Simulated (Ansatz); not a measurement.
Total energies of the cluster Sn₂O₄⁺ (the lowest doublet isomer of a short search) from Ansatz at r2SCAN-D4/def2-TZVP, gas phase (1 Eh = 27.2114 eV = 2625.5 kJ/mol). The reference geometry is relaxed at PBE-D4/def2-SVP.

Cartesian coordinates in Å:
```
Sn 0.891 0.408 -1.896
Sn 0.791 -1.431 1.372
O -1.103 -0.276 1.115
O 1.553 -0.461 -0.212
O -1.091 0.918 0.484
O -1.041 0.842 -0.864
```

```csv
state,geometry,energy (Eh)
charge 1 doublet,reference,-729.31959
charge 0 singlet,reference,-729.56805
charge 1 quartet,relaxed at PBE-D4/def2-SVP,-729.20162
```

In the def2 sets Sn takes a core potential; there is no spin–orbit coupling. The structure holds 2 bonds between oxygen atoms, so isomers without such links may lie far lower.

**Question.** Work out the vertical electron affinity, to the singlet.

**Answer.** E(charge 1 doublet) − E(charge 0 singlet) = -729.31959 − (-729.56805) = 0.24846 Eh = 6.76 eV.

**Question.** Which of the charge 1 states is lowest, and how far above it are the others?

**Answer.** The doublet. quartet: -729.20162 − (-729.31959) = 0.11797 Eh = 309.7 kJ/mol.

The structure comes from a short search, and lower isomers may exist.
